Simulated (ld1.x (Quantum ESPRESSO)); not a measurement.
# zirconium (Zr) TM: all-electron and pseudo phase curves

Zr, norm-conserving Troullier–Martins (Kleinman–Bylander form), made with ld1.x (Quantum ESPRESSO) 7.5 (PBE, scalar-relativistic). Core [Ar] 3d10, reference 4s2 4p6 4d2 5s1.5 5p0 (charge +0.5). Waves: 4p (bound): rc 1.50 bohr; 4d (bound): rc 2.25 bohr; 4s (bound): rc 1.80 bohr. Local part: the s channel. Core correction: none.

Occupied shells without a wave of their own: 5s. They enter only through the test configuration that unscreens the potential.

The phase is arctan(r·u′/u) with u = r·R(r), unwrapped; energies in Ry, scanned from -6 to 5 Ry. A pole is an energy at which the radial function vanishes at the test radius. The pseudo phase is shifted by a multiple of π to meet the all-electron one at the reference energy, and phase errors are pseudo minus all-electron; the curves can meet again beyond the range given. Levels narrower than the energy grid can be missing from the lists of poles.

Question: For each channel, where are the poles, and over which energies does the pseudopotential scatter like the atom?

Answer:

| channel | radius (bohr) | reference energy (Ry) | poles, all-electron | poles, pseudo | unbroken range about the reference energy with phases within 0.05 rad | phase error 1 Ry above the reference energy (rad) |
| --- | --- | --- | --- | --- | --- | --- |
| s | 2.44 | -4.24 | -4.10, 4.06 | -4.10, 2.54 | below -1.2 | -0.004 |
| p | 2.44 | -2.62 | -2.33 | -2.33, 4.24 | below -0.1 | -0.005 |
| d | 2.44 | -0.49 | 0.47 | 0.35, 3.60 | below 0.6 | -0.044 |

The potential misses its own reference levels by up to 0.7 eV.

Phases in the p channel:

```csv
E (Ry),all-electron,pseudo
-6.00,1.377,1.376
-5.48,1.363,1.362
-4.96,1.344,1.343
-4.44,1.317,1.316
-3.92,1.272,1.270
-3.40,1.164,1.161
-2.88,0.241,0.230
-2.36,-1.556,-1.557
-1.84,-1.713,-1.717
-1.32,-1.787,-1.796
-0.80,-1.855,-1.871
-0.28,-1.940,-1.975
0.24,-2.074,-2.162
0.76,-2.342,-2.620
1.28,-2.975,-3.601
1.80,-3.831,-4.216
2.32,-4.255,-4.450
2.84,-4.440,-4.565
3.36,-4.540,-4.635
3.88,-4.604,-4.684
4.40,-4.648,-4.723
4.92,-4.683,-4.758
```
